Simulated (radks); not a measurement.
Results of a calculation; reference values are marked as such.
Coulomb parameter of the 4d shell of the rhodium ion Rh3+ in the model configuration [Kr] 4d4.5 5s1.5, as a second difference U = [E(n + 0.5) + E(n - 0.5) - 2 E(n)] / (0.5)^2 with all orbitals relaxed. "Bare": the charge of the atom changes with n. "Screened": the 5s shell takes up the change at fixed total charge, which measures U(4d,4d) + U(5s,5s) - 2 U(4d,5s). Level of theory: scalar-relativistic Kohn-Sham, LDA (Slater exchange, Perdew-Wang correlation), spin-unpolarised, spherical densities, point nucleus (a radial shooting solver on a logarithmic mesh with Libxc functionals).

case              configuration  E - E(n) (eV)
start          [Kr] 4d4.5 5s1.5          0.000
bare +0.5        [Kr] 4d5 5s1.5        -21.044
bare -0.5        [Kr] 4d4 5s1.5         24.786
screened +0.5      [Kr] 4d5 5s1         -6.150
screened -0.5      [Kr] 4d4 5s2          6.722

U(bare) = 14.967 eV, U(screened by 5s) = 2.288 eV, against the Slater integral F0(4d,4d) = 18.714 eV with frozen orbitals.
